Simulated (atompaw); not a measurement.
What one change does to a pseudopotential (Ag (Z = 47), PAW (atompaw))

atompaw 4.2.0.5 input, output lines left out:

```
Ag 47
GGA-PBE scalarrelativistic loggrid 1500 logderivrange -9 5 351
5 5 4 0 0 0
5 0 1
5 1 0
0 0 0
c
c
c
v
v
c
c
v
v
c
v
2
2.15 1.90 2.05 2.00
n
n
y
-0.1
n
custom rrkj vanderbiltortho gaussian
bessel
1.60
2.15
1.50
1.65
2.15
2.15
```

Change: wave 4d (bound): rc 2.15 bohr becomes 4d (bound): rc 1.96 bohr.

Cutoffs: the cutoffs (Ry, on a coarse ladder) from which the occupation-weighted sum of valence levels, in a spherical-Bessel basis at the reference potential, stays within 10 and 1 mRy of its value at 400 Ry; they do not see the model core or the augmentation charge, which bear on the density cutoff.

Task: What does the change do?

Result: The potential gets neither clearly harder nor softer (40 Ry and 70 Ry → 40 Ry and 70 Ry); the p channel sets the loose cutoff, while the largest relative change is in d, which becomes harder; neither file shows a bound ghost.

| quantity | base | changed |
| --- | --- | --- |
| cutoff, loose | 40 Ry | 40 Ry |
| cutoff, tight | 70 Ry | 70 Ry |
| loose cutoff by channel (10 mRy a level) | s 21 Ry, p 30 Ry, d 18 Ry | s 21 Ry, p 30 Ry, d 25 Ry |
| bound ghosts | none | none |
| s: phases at 2.16 bohr within 0.05 rad from the reference energy up to (Ry; the scan ends near 5) | to the end of the scan | to the end of the scan |
| p: phases at 2.16 bohr within 0.05 rad from the reference energy up to (Ry; the scan ends near 5) | to the end of the scan | to the end of the scan |
| d: phases at 2.16 bohr within 0.05 rad from the reference energy up to (Ry; the scan ends near 5) | 3.4 | 3.1 |
| lowest overlap eigenvalue by channel | s 0.46, p 0.10, d 1.00 | s 0.46, p 0.10, d 0.69 |

 The cutoffs see the waves, projectors and local potential, not the compensation charge or the core.
